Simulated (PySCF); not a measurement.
Isomers C₇H₁₀N₂O:

A. `n1n(CC=C)c(OC)cc1`
B. `CC(C)Oc1ccnnc1`
C. SMILES C1(n2c(OC)ccn2)CC1
D. SMILES C(=C)N1N=CC(OC)=C1C

Spectrum 1. 13C{1H} NMR (computed): δ 161.6 (C), 154.9 (CH), 140.7 (CH), 119.3 (CH), 71.9 (CH), 23.4 (CH3).

Spectrum 2. 13C{1H} NMR (computed): δ 151.3 (C), 134.4 (CH), 128.1 (CH), 126.8 (C), 105.6 (CH2), 58.3 (CH3), 9.1 (CH3).

Spectrum 3. 13C{1H} NMR (computed): δ 161.4 (C), 145.3 (CH), 140.8 (CH), 122.8 (CH2), 87.5 (CH), 58.5 (CH3), 54.0 (CH2).

Spectrum 4. 13C{1H} NMR (computed): δ 162.7 (C), 139.8 (CH), 87.3 (CH), 58.5 (CH3), 29.2 (CH), 8.6 (CH2).

PySCF 2.14 calculation with structure optimised with GFN2-xTB and GIAO PBE0/pcSseg-1 shieldings; equivalent nuclei averaged, relativity neglected, gas phase, single conformer.

References, each an isolated molecule treated in the same way: TMS for 13C. Shifts are as computed. Against solution values, carbons near 30 ppm lie about +3 ppm off and those near 130 ppm about +5 ppm. Of 1211 compounds with measured shifts, 218 miss one by over three times the rms of a fit or turn the order of signals round; such compounds aren't used in these exercises.

Problem. Match each spectrum to its structure.

Solution. 1–B, 2–D, 3–A, 4–C.

- Spectrum 1 (B): 6 13C signals; δC 161.6 is an aromatic carbon bearing oxygen; δC 154.9 is an aromatic CH next to a ring nitrogen.
- Spectrum 2 (D): 7 13C signals; δC 151.3 is an aromatic carbon bearing oxygen; δC 134.4 is an alkene CH.
- Spectrum 3 (A): 7 13C signals; δC 161.4 is an aromatic carbon bearing oxygen; δC 145.3 is an alkene CH.
- Spectrum 4 (C): 6 13C signals; δC 162.7 is an aromatic carbon bearing oxygen; δC 87.3 is an aromatic CH.
